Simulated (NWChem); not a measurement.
All runs are NWChem calculations. System: disiloxane (H₆OSi₂), charge 0, spin multiplicity 1, at a geometry optimised with PBE/def2-SVP. Level: MP2/cc-pVDZ, 11 core orbitals frozen.

Job file:

```
start mol
memory heap 200 mb stack 900 mb global 1100 mb
geometry units angstroms nocenter noautoz noautosym
  Si     0.246098    -1.575953     0.003039
  O      0.422816     0.086776    -0.023877
  Si    -0.394307     1.545529     0.006024
  H      0.228840    -2.076758     1.422241
  H     -1.038349    -1.982180    -0.672829
  H      1.409425    -2.186795    -0.723098
  H      0.455021     2.575965    -0.679790
  H     -0.646681     1.975809     1.426137
  H     -1.715867     1.425687    -0.708536
end
basis spherical
  * library cc-pvdz
end
scf
  rhf
  nopen 0
  maxiter 100
  thresh 1e-7
  semidirect memsize 60000000 filesize 0
end
mp2
  freeze core 11
end
task mp2 energy
```

NWChem printed:

```
             Northwest Computational Chemistry Package (NWChem) 7.3.0
             --------------------------------------------------------

                                NWChem Input Module
                                -------------------

 Scaling coordinates for geometry "geometry" by  1.889725989
 (inverse scale =  0.529177249)

                             Geometry "geometry" -> ""
                             -------------------------

 Output coordinates in angstroms (scale by  1.889725989 to convert to a.u.)

  No.       Tag          Charge          X              Y              Z
 ---- ---------------- ---------- -------------- -------------- --------------
    1 Si                  14.0000     0.24609800    -1.57595300     0.00303900
    2 O                    8.0000     0.42281600     0.08677600    -0.02387700
    3 Si                  14.0000    -0.39430700     1.54552900     0.00602400
    4 H                    1.0000     0.22884000    -2.07675800     1.42224100
    5 H                    1.0000    -1.03834900    -1.98218000    -0.67282900
    6 H                    1.0000     1.40942500    -2.18679500    -0.72309800
    7 H                    1.0000     0.45502100     2.57596500    -0.67979000
    8 H                    1.0000    -0.64668100     1.97580900     1.42613700
    9 H                    1.0000    -1.71586700     1.42568700    -0.70853600

 Effective nuclear repulsion energy (a.u.)     156.4345890772

            Nuclear Dipole moment (a.u.)
            ----------------------------
        X                 Y               Z
 ---------------- ---------------- ----------------
    -0.0000170075    -0.0000000000    -0.0000170075


 Summary of "ao basis" -> "" (spherical)
 ------------------------------------------------------------------------------
       Tag                 Description            Shells   Functions and Types
 ---------------- ------------------------------  ------  ---------------------
 *                          cc-pvdz                   on all atoms

 Summary of "ao basis" -> "ao basis" (spherical)
 ------------------------------------------------------------------------------
       Tag                 Description            Shells   Functions and Types
 ---------------- ------------------------------  ------  ---------------------
 Si                         cc-pvdz                  8       18   4s3p1d
 O                          cc-pvdz                  6       14   3s2p1d
 H                          cc-pvdz                  3        5   2s1p

                                 NWChem SCF Module
                                 -----------------

  ao basis        = "ao basis"
  functions       =    80
  atoms           =     9
  closed shells   =    21
  open shells     =     0
  charge          =   0.00
  wavefunction    = RHF
  use symmetry    = F
  symmetry adapt  = F

 Summary of "ao basis" -> "ao basis" (spherical)
 ------------------------------------------------------------------------------
       Tag                 Description            Shells   Functions and Types
 ---------------- ------------------------------  ------  ---------------------
 Si                         cc-pvdz                  8       18   4s3p1d
 O                          cc-pvdz                  6       14   3s2p1d
 H                          cc-pvdz                  3        5   2s1p

 Forming initial guess at       0.0s

      Superposition of Atomic Density Guess
      -------------------------------------
[...]
    57      0.274230  5 H  s                 77      0.273242  9 H  s

 Vector   23  Occ=0.000000D+00  E= 1.853012D-01
              MO Center= -1.7D-01, -2.6D-02,  1.6D-03, r^2= 8.9D+00
   Bfn.  Coefficient  Atom+Function         Bfn.  Coefficient  Atom+Function
  ----- ------------  ---------------      ----- ------------  ---------------
    12      1.220373  1 Si py                44      1.105746  3 Si py
    72     -0.540044  8 H  s                 52      0.514862  4 H  s
    43     -0.506914  3 Si px                62      0.501714  6 H  s
    67     -0.430234  7 H  s                  4     -0.388058  1 Si s
    36      0.364261  3 Si s                 77     -0.351324  9 H  s

 Vector   24  Occ=0.000000D+00  E= 1.862639D-01
              MO Center= -2.6D-01, -4.4D-02,  2.5D-03, r^2= 6.2D+00
   Bfn.  Coefficient  Atom+Function         Bfn.  Coefficient  Atom+Function
  ----- ------------  ---------------      ----- ------------  ---------------
    67      1.043757  7 H  s                 62      0.994811  6 H  s
    43     -0.813319  3 Si px                11     -0.773861  1 Si px
    13      0.739403  1 Si pz                45      0.567170  3 Si pz
    44     -0.470675  3 Si py                52     -0.401778  4 H  s
     4     -0.332544  1 Si s                 36     -0.301495  3 Si s

 center of mass
 --------------
 x =   0.03146392 y =   0.00645529 z =  -0.00154406

 moments of inertia (a.u.)
 ------------------
         600.942681614432         112.132793452945           0.774593308505
         112.132793452945          77.400756167952          -0.398144589057
           0.774593308505          -0.398144589057         635.107810019967

  Mulliken analysis of the total density
  --------------------------------------

    Atom       Charge   Shell Charges
 -----------   ------   -------------------------------------------------------
    1 Si  14    13.22   2.00  2.01  0.71  0.30  6.00  1.32  0.52  0.35
    2 O    8     8.78   2.00  0.80  0.97  2.88  2.13  0.01
    3 Si  14    13.22   2.00  2.01  0.71  0.30  6.00  1.32  0.52  0.35
    4 H    1     1.13   0.73  0.39  0.01
    5 H    1     1.14   0.73  0.40  0.01
    6 H    1     1.13   0.73  0.39  0.01
    7 H    1     1.13   0.73  0.39  0.01
    8 H    1     1.13   0.73  0.39  0.01
    9 H    1     1.14   0.73  0.40  0.01

       Multipole analysis of the density wrt the origin
       ------------------------------------------------

     L   x y z        total         open         nuclear
     -   - - -        -----         ----         -------
     0   0 0 0     -0.000000      0.000000     42.000000

     1   1 0 0     -0.218860      0.000000     -0.000017
     1   0 1 0     -0.044990      0.000000     -0.000000
     1   0 0 1      0.009223      0.000000     -0.000017

     2   2 0 0    -27.576736      0.000000     39.786061
     2   1 1 0     -0.401682      0.000000    -63.275925
     2   1 0 1     -0.014345      0.000000     -0.408618
     2   0 2 0    -25.689423      0.000000    335.209747
     2   0 1 1     -0.001357      0.000000      0.230373
     2   0 0 2    -27.287349      0.000000     21.431891

                   NWChem MP2 Semi-direct Energy/Gradient Module
                   ---------------------------------------------

  Basis functions       =     80
  Molecular orbitals    =     80
  Frozen core           =     11
  Frozen virtuals       =      0
  Active alpha occupied =     10
  Active beta occupied  =     10
  Active alpha virtual  =     59
  Active beta virtual   =     59
  Use MO symmetry       = F
  Use skeleton AO sym   = F

  AO/Fock/Back tols     =   1.0D-09  1.0D-09  1.0D-09

 GA uses MA = F    GA memory limited = T

 Available:
  local mem=  1.26D+08
 global mem=  1.44D+08
 local disk=  0.00D+00
  mp2_memr nvloc                    59
  nvloc new                    59
   1 passes of  10:        3145728                      28101                   6360013.
   1 passes of  10: M    126145680           G      144166400           F     122999952.

 Semi-direct pass number   1 of   1  for RHF alpha+beta  at        2.2s
  vrange nnbf                  3165
  mp2_eaftype                    24  avail_ma_in_mb                  1099
 EAF : mp2_eaftype filesize          24    3180006.
  mp2_eaf for mointskh                     24
Node 0 wrote     14.9 Mb in      0.0 s     Agg I/O rate:  5393.1 Mb/s
 Done moints_semi at        6.2s
  mp2_eaftype                    24  avail_ma_in_mb                  1075
 EAF : mp2_eaftype filesize          24    3180006.
  mp2_eaf for kh                    24
 Done maket at        6.2s
 Done multipass loop at        6.2s

          -------------------------------------------
          SCF energy                -656.285206595207
          Correlation energy          -0.390594471989
          Singlet pairs               -0.273780681922
          Triplet pairs               -0.116813790066
          Total MP2 energy          -656.675801067196
          -------------------------------------------

          ---------------------------------------------------
                    Spin Component Scaled (SCS) MP2
          Same spin pairs                     -0.077875860044
          Same spin scaling factor             0.333333333333
          Opposite spin pairs                 -0.312718611944
          Opposite spin scaling fact.          1.200000000000
          SCS-MP2 correlation energy          -0.401220954348
          Total SCS-MP2 energy              -656.686427549555
          ---------------------------------------------------

 -----------------------
 Performance information
 -----------------------

 Timer overhead =  1.54D-07 seconds/call

               Nr. of calls         CPU time (s)                 Wall time (s)                GFlops
             ---------------    -------------------     ------------------------------   -------------------
Name         Min   Avg   Max    Min     Avg     Max     Min     Avg     Max   Mx/calls   Min     Max     Sum
mp2: moin     1     1     1    4.0     4.0     4.0      4.0     4.0     4.0     4.0      0.0     0.0     0.0
mp2: make     1     1     1   5.10E-2 5.10E-2 5.10E-2  5.10E-2 5.10E-2 5.10E-2 5.10E-2   0.0     0.0     0.0
mp2: tota     1     1     1    4.0     4.0     4.0      4.0     4.0     4.0     4.0      0.0     0.0     0.0

 The average no. of pstat calls per process was 3.00D+00
 with a timing overhead of 4.63D-07s

 Task  times  cpu:        6.2s     wall:        6.2s

 Total times  cpu:        6.2s     wall:        6.2s
```
